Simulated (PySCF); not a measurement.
## Gas-phase XPS of `C=C[C@H]1C[SiH2]1`, computed

Species: C4H8Si.
Z-matrix (Å and degrees, PBE0-D3(BJ)/def2-SVP geometry), rows numbered from 1:
```
C 
C   1  1.3382
C   2  1.4762  1  127.26
C   3  1.5303  2  121.06  1     0.04
Si  4  1.8592  3   66.87  2   109.64
H   1  1.0923  2  120.87  3  -178.00
H   1  1.0937  2  122.43  3     2.04
H   2  1.0967  1  118.29  3   178.16
H   3  1.0974  2  113.96  1  -144.02
H   4  1.0950  3  115.76  5   111.19
H   4  1.0949  3  117.08  5  -112.59
H   5  1.4822  3  117.12  4   106.11
H   5  1.4851  3  119.94  4  -103.66
```

Method: delta-SCF UKS SCAN, pcX-2 on the ionised atom, pcseg-1 elsewhere, spin-free X2C (PySCF 2.14.0). Each binding energy is the total energy of the core-ionised species, with the hole localised on one atom, minus that of the ground state; both are solved self-consistently, so orbital relaxation is included.

Question: What binding energy does each computed site have?

Answer: 
```tsv
atom(s)	bonded to	level	binding energy (eV)	2p1/2 (eV)	above the level's lowest (eV)	count
C1	C (double bond) and 2 H	C 1s	289.55	–	0.00	1
C2	C (double bond), C and H	C 1s	290.38	–	+0.83	1
C3	2 C, H and Si	C 1s	290.26	–	+0.71	1
C4	C, 2 H and Si	C 1s	290.13	–	+0.58	1
Si5	2 C and 2 H	Si 2p3/2	106.50	107.13	0.00	1
Si5	2 C and 2 H	Si 1s	1846.18	–	0.00	1
```

Lowest listed C 1s: C1, bonded to C (double bond) and 2 H. Highest, 0.83 eV above it: C2, bonded to C (double bond), C and H. The widest gap between neighbouring values is 0.58 eV, between 289.55 and 290.13 eV. Summing the Pauling electronegativity differences to the bonded atoms, each weighted by its formal bond order, gives -0.70 for the lowest site and -0.35 for the highest; no listed site has a larger sum than the highest. The smallest sum, -1.35, belongs to C4, 0.58 eV above the lowest.

Question: Which effective nuclear charge Zeff reproduces each element's mean 1s value in the hydrogen-like formula E = 13.606 eV × Zeff²?

Answer: C (Z = 6): mean 290.1 eV, Zeff = 4.62, Z − Zeff = 1.38; Si (Z = 14): mean 1846.2 eV, Zeff = 11.65, Z − Zeff = 2.35. Means run over the listed sites, weighted by atom count.

Spin contamination (⟨S²⟩ against 0.75 for a pure doublet) is marked for C 1s of C2 (0.85), which makes this value less certain. Spin–orbit coupling isn't in the SCF: each 2p doublet comes from a relaxed spin-free hole plus a matrix of the shell (mean-field spin–orbit coupling and the ground-state 2p splitting), with 2p3/2 averaged over its two sublevels. 2p1/2 minus 2p3/2 (ligand field included): Si 0.62 eV. One conformer (not necessarily the lowest) at the PBE0-D3(BJ)/def2-SVP geometry, without solvent, vibrations or thermal averaging.
